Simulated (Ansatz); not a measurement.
A nudged elastic band was laid between two geometries of ClGeH3 + H2 (7 atoms, charge 0, multiplicity 1).

These are results of Ansatz 0.2.0, RKS PBE0-D4/def2-mTZVP, not measurements.

```json
{"movable images": "7", "climbing image": "yes", "spring": "5.0 eV/Å²", "optimiser": "quadratic models (default)", "start path": "through a guess of the saddle point", "force threshold": "0.03 eV/Å", "iteration limit": "60", "end points": "relaxed"}
```

First end point:

```xyz
7
Properties=species:S:1:pos:R:3
Ge 0.454 0.000 -0.052
Cl 0.643 0.000 2.105
H 1.876 0.000 -0.622
H -0.313 1.269 -0.436
H -0.313 -1.269 -0.436
H -3.046 0.000 1.020
H -2.553 0.000 1.578
```

Last end point:

```xyz
7
Properties=species:S:1:pos:R:3
Ge -0.256 0.000 -0.634
Cl -0.869 0.000 3.775
H 1.167 0.000 -0.062
H -0.494 1.260 -1.475
H -0.494 -1.260 -1.475
H -1.260 0.000 0.539
H -1.045 0.000 2.489
```

Question: What changes between the two ends?

Answer: Bonds broken: Ge1–Cl2, H6–H7. Bonds formed: Ge1–H6, Cl2–H7. ClGeH3 + H2 becomes ClH + GeH4.

Question: Give the energies along the band, and the barrier.

Answer: It converged. The highest image is number 4 of 0 to 8, 231.8 kJ/mol above the first end and 174.4 kJ/mol above the last; the last end lies 57.4 kJ/mol above the first. A vibrational analysis at the climbing image gives 2 clearly imaginary modes (1170i, 172i cm⁻¹): a point of higher order. A lower path may pass nearby, or the ends, which weren't checked, may share the extra mode. The orbitals stay closed-shell, which can raise the energy where a bond breaks towards radicals; this wasn't checked here.

```
image  path coordinate (Å)  energy (kJ/mol)  Ge1–Cl2 (Å)  H6–H7 (Å)  Ge1–H6 (Å)
    0                 0.00              0.0         2.17       0.75        3.66
    1                 0.63              3.4         2.17       0.75        3.10
    2                 1.25             29.5         2.19       0.75        2.59
    3                 1.88            120.3         2.34       0.77        2.14
    4                 2.50            231.8         2.72       0.93        1.80
    5                 3.11            132.6         3.10       1.31        1.60
    6                 3.72             70.3         3.58       1.60        1.55
    7                 4.33             58.0         4.11       1.95        1.54
    8                 4.94             57.4         4.45       1.96        1.54
```

Question: What is the geometry of the highest image?

Answer: 
```xyz
7
Properties=species:S:1:pos:R:3
Ge -0.218 0.000 -0.144
Cl 0.068 0.000 2.560
H 1.305 0.000 0.018
H -0.691 1.293 -0.819
H -0.691 -1.293 -0.819
H -1.762 0.000 0.788
H -1.262 0.000 1.574
```

Time of the run: 2.9 min on 1 thread of Arm Neoverse V1 (shared host), peak memory 0.15 GiB.
